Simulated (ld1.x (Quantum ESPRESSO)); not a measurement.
Which change was made? (Mn, RRKJ)

- Element: manganese (Mn)
- Generator: ld1.x (Quantum ESPRESSO) 7.5
- Type: norm-conserving RRKJ (Kleinman–Bylander form)
- Functional: PBE
- Relativity: scalar-relativistic
- Frozen core: [Ar]
- Valence charge: 7
- Reference configuration: 3d5 4s2 4p0
- Partial waves: 4s (bound): rc 2.40 bohr; 4p (bound, empty): rc 3.50 bohr; 3d (bound): rc 1.00 bohr
- Local potential: all-electron potential smoothed inside 2.20 bohr (lloc = -1)
- Core correction: a·sin(br)/r model core, default radius (core density twice the valence density)
- rho0: 0.01

Cutoffs, loose and tight: the cutoffs (Ry, on a coarse ladder) from which the occupation-weighted sum of valence levels, in a spherical-Bessel basis at the reference potential, stays within 10 and 1 mRy of its value at 400 Ry. They do not see the model core or the augmentation charge, which bear on the density cutoff. Test errors are all-electron minus pseudo excitation energies from the reference, over the configurations 3d5 4s1 4p0; 3d5 4s0 4p0; 3d4 4s0 4p0; 3d5 4s1 4p1; 3d5 4s0 4p2; 3d6 4s0 4p0; 3d6 4s1 4p0; variants that change the core or the reference have their own tests. The largest error is taken over the tests solved by every variant that gives reliable tests at all, those not shown here included: 3d4 4s0 4p0; 3d5 4s0 4p0; 3d5 4s0 4p2; 3d5 4s1 4p0; 3d5 4s1 4p1; 3d6 4s0 4p0.

The base gives: outcome: generated; cutoff, loose: 160 Ry; cutoff, tight: 180 Ry; bound ghosts: none; largest test error (meV): -297.

(1) After one change the result is: outcome: failed: compute_chi: n is too large. Which change was it?
A. reference 3d5 4s1 4p1
B. local potential all-electron potential smoothed inside 1.64 bohr (lloc = -1)
C. all radii but the core radius scaled by about 0.77 (s 1.86, p 2.70, d 0.78 bohr); local potential all-electron potential smoothed inside 1.70 bohr (lloc = -1)

## Answers

(1) C. The others give: local potential all-electron potential smoothed inside 1.64 bohr (lloc = -1) → outcome: generated; cutoff, loose: 160 Ry; cutoff, tight: 180 Ry; bound ghosts: s; largest test error (meV): -249 | reference 3d5 4s1 4p1 → outcome: generated; cutoff, loose: 160 Ry; cutoff, tight: 180 Ry; bound ghosts: none; largest test error (meV): -83.
